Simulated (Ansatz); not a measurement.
A CCSD(T) single point on AlH9Si3, SMILES `[AlH2][SiH]([SiH3])[SiH3]`.

```yaml
crystal:
  periodic: [false, false, false]
  atoms:
    - {symbol: Al, position_ang: [-0.833684, 2.098506, -1.025244]}
    - {symbol: Si, position_ang: [0.387928, 0.025446, -0.626066]}
    - {symbol: Si, position_ang: [1.578393, 0.169237, 1.383182]}
    - {symbol: Si, position_ang: [-1.110032, -1.752246, -0.359983]}
    - {symbol: H, position_ang: [-0.612484, 2.961351, -2.339754]}
    - {symbol: H, position_ang: [-1.876347, 2.583777, 0.070085]}
    - {symbol: H, position_ang: [1.342648, -0.315922, -1.722674]}
    - {symbol: H, position_ang: [2.302581, -1.097584, 1.675122]}
    - {symbol: H, position_ang: [0.625294, 0.437853, 2.494229]}
    - {symbol: H, position_ang: [2.570752, 1.278576, 1.343122]}
    - {symbol: H, position_ang: [-1.929994, -1.953350, -1.586399]}
    - {symbol: H, position_ang: [-2.029835, -1.448097, 0.769784]}
    - {symbol: H, position_ang: [-0.394619, -3.022248, -0.060405]}
basis:
  gaussian: {orbitals: def2-TZVPP}
correlation: {method: ccsd_t}
```

```sh
$ ansatz run in.yaml --threads 4 --pin off --events-out ev --progress --plain --max-ram 10444MiB
```

Output of Ansatz, abridged:

```
Functional definition: HF
1660 factors; integrals over basis functions are off by at most 1.2e-3 eV
mean field evaluation 1: about -30310.2611 eV, gradient 1.8e1 eV
mean field evaluation 2: about -30310.4965 eV, gradient 1.8e1 eV
mean field evaluation 4: about -30312.6858 eV, gradient 1.4e0 eV
mean field evaluation 8: about -30312.6917 eV, gradient 9.5e-2 eV
mean field -30312.69182646 eV, -1113.9708779420 hartree, gradient 1.9e-6 eV, S^2 0.000000; 0 other end points of the search recorded, 0 dependent functions left out
20 core orbitals not correlated: weight in the atoms' cores, before any rotation towards them, 1.000 or more for the frozen orbitals, at most 0.000 for the correlated occupied ones
reference -30312.69182646 eV, -1113.9708779420 hartree; 12, 12 occupied and 262, 262 virtual orbitals, 1660 factors
second order -12.66121980 eV of doubles, -0.00000000 eV of singles
cycle   1  -14.25658528 eV  change    -1.6e0 eV  update   1.0e-1
cycle   2  -14.85658778 eV  change   -6.0e-1 eV  update   3.4e-2
cycle   3  -14.90406665 eV  change   -4.7e-2 eV  update   1.1e-2
cycle   4  -14.89786180 eV  change    6.2e-3 eV  update   4.1e-3
cycle   5  -14.89566487 eV  change    2.2e-3 eV  update   1.3e-3
cycle   6  -14.89532241 eV  change    3.4e-4 eV  update   4.9e-4
cycle   7  -14.89537232 eV  change   -5.0e-5 eV  update   1.8e-4
cycle   8  -14.89542397 eV  change   -5.2e-5 eV  update   7.8e-5
cycle   9  -14.89542248 eV  change    1.5e-6 eV  update   2.7e-5
perturbative correction -0.52936632 eV, -0.0194538536 hartree
Total energy: -30328.11661527 eV, -1114.5377284754 hartree
```

It took 120 s on 4 threads of an Arm Neoverse V2 on a shared host, with 8.1 GiB of host memory at the peak.

MP2 recovers 82.1 % of the CCSD(T) correlation energy and the triples give 3.4 %; T1 = 0.0139.
